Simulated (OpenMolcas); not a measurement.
## Se⁴⁺: effect of correlating more closed shells

* Program: OpenMolcas
* Basis: ANO-RCC-VTZP [6s5p3d1f]
* Scalar Hamiltonian: DKH2, point nucleus
* Active space: 2 electrons in 4 orbitals (4s 4p)
* State averaging: 2S+1 = 3 even, 3 roots; 2S+1 = 1 even, 7 roots; 2S+1 = 3 odd, 3 roots; 2S+1 = 1 odd, 3 roots
* Spin-orbit coupling: RASSI with atomic mean-field integrals over the reference wave functions, term energies averaged over their components

Methods on the same reference wave functions:
A. CASSCF
B. MS-CASPT2, IPEA 0.25 Eh, imaginary shift 0.1 Eh (closed shells correlated: none)
C. MS-CASPT2, IPEA 0.25 Eh, imaginary shift 0.1 Eh (closed shells correlated: 3d)
D. MS-CASPT2, IPEA 0.25 Eh, imaginary shift 0.1 Eh (closed shells correlated: 3s 3p 3d)

Energies in cm⁻¹ above 4s² ¹S₀, the measured ground level; measured values from the list in Rauch et al., Astron. Astrophys. 606, A105 (2017).

```tsv
Level	A	B	C	D	Measured
4s² ¹S₀	0.0	0.0	0.0	0.0	0.0
4s 4p ³P°₀	86688	86706	87164	87282	89749
4s 4p ³P°₁	88149	88156	88613	88731	91350
4s 4p ³P°₂	91307	91326	91784	91902	94960
4s 4p ¹P°₁	141314	134342	134263	134225	131733
4p² ³P₀	210040	209769	210319	210602	211794
4p² ³P₁	211907	211717	212268	212552	214091
4p² ³P₂ [70 %]	214564	213336	213914	214175	218615
4p² ¹D₂ [70 %]	227820	217924	218540	218770	213203
4p² ¹S₀	256940	248410	248996	249134	248787
```

Deviations, from unrounded energies. A percentage is the sum of absolute deviations over the sum of measured energies, with the sign that they share, or ± where signs differ.

| Against measurement | Levels | A | B | C | D |
| --- | --- | --- | --- | --- | --- |
| mean absolute deviation (cm-1) | 9 | 5600 | 3000 | 2700 | 2600 |
| other configurations (%) | 9 | ±3.3 | ±1.8 | ±1.6 | ±1.6 |

C, D lie about equally close to measurement and A furthest from it. The largest miss of D in the table is 4p² ¹D₂ [70 %], by +5600 cm-1. The ranking rests on the paired levels alone, and a cruder setting can come out closer through cancelling errors.

Among B to D the level of the table that moves most is 4p² ¹D₂ [70 %], by 850 cm-1 (lowest in B, highest in D).

The lowest spin-free term lies below A's lowest term by 0.005 hartree in B, 0.042 hartree in C, 0.071 hartree in D.

What an inner shell adds also hangs on whether the basis holds functions to correlate it.

Over all roots computed the reference weight is 0.94 to 1.00 in B, 0.94 to 0.99 in C, 0.93 to 0.99 in D; the roots of lowest weight are the least certain, and an intruder state may touch them. The ¹D term of p² mixes with s d, which this space lacks. Some levels mix across a computed gap that differs much from the measured one, so their mixing is not that of the real levels (holds for B; C; D). Measured partners are found by configuration, term and J. A level has none where our copy of the source lacks it or the pairing is in doubt (some pairs that miss far off the trend of their configuration count as doubtful), and it then counts in no deviation. Only configurations of the active space appear.

A share in square brackets marks a mixed level and gives the weight of the term that names it, the lowest over the columns. ° marks odd parity.
